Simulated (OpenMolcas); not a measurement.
Tc5+ (d2) among equal point charges was computed by CASSCF with the d shell active (OpenMolcas, ANO-RCC-VDZP on the metal). Its lowest spin-free states, and all those of the highest spin:

| 2S+1 | Degeneracy | E (cm-1) |
| --- | --- | --- |
| 3 | 1 | 0.0 |
| 3 | 2 | 923.5 |
| 3 | 1 | 2666 |
| 3 | 2 | 3707 |
| 3 | 1 | 6347 |
| 1 | 1 | 12838 |
| 1 | 1 | 13632 |
| 1 | 2 | 14446 |
| 1 | 1 | 15748 |
| 3 | 2 | 15783 |
| 1 | 2 | 19539 |
| 1 | 1 | 19631 |
| 3 | 1 | 19912 |

Question: Is the site octahedral, tetrahedral or cube-like, axial, or of lower symmetry?

Answer: The states with 2S+1 = 3 have orbital degeneracies 1, 2, 1, 2, 1, 2, 1. There are pairs but no triples, so the site is axial: not cubic, but with a proper or improper axis of order three or more. The run had Tc5+ among 6 point charges of -1 e arranged as a tetragonal octahedron (D4h), 2.03 Å from the ion, with the axial distance 2.395 Å.

Spin-orbit coupling mixes the spin-free states strongly: the lowest level takes only 60 % from its leading state, 3A2. Without dynamic correlation the repulsion within the d shell is too large (B by tens of per cent), so at a given field states of lower spin stand too high. This is an electrostatic model: the charges have no orbitals. No measured value stands beside these numbers.
